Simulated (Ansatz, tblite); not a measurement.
Forces on GaH2(SiH3) (GaSiH₅) at its B3LYP-D4/def2-TZVP geometry. Total charge 0; singlet.

The xTB rows come from tblite.

GFN1-xTB (tblite), largest force 0.75 eV/Å:

```xyz
7
positions Å, forces eV/Å
Ga   -1.250    0.455   -0.378    0.394   -0.145    0.070
H    -2.458   -0.542   -0.544   -0.191    0.157   -0.056
H    -1.518    1.985   -0.635   -0.248    0.004   -0.050
Si    0.947   -0.344    0.268   -0.685    0.250   -0.165
H     2.032    0.518   -0.266    0.092   -0.327    0.252
H     1.189   -1.733   -0.197    0.290    0.200    0.236
H     1.058   -0.340    1.751    0.348   -0.139   -0.287
```

GFN2-xTB (tblite), largest force 0.94 eV/Å:

```
Ga 0.860 -0.313 0.203
H -0.424 0.037 -0.106
H -0.347 0.243 -0.113
Si -0.156 0.058 0.040
H -0.072 -0.133 0.081
H 0.035 0.152 0.072
H 0.104 -0.044 -0.176
```

PBE-D4/def2-TZVP (Ansatz), largest force 0.30 eV/Å:

```
Ga 0.112 -0.042 0.027
H -0.072 -0.067 -0.001
H -0.010 0.099 -0.007
Si -0.259 0.092 -0.121
H 0.176 0.135 -0.073
H 0.044 -0.220 -0.061
H 0.009 0.004 0.237
```
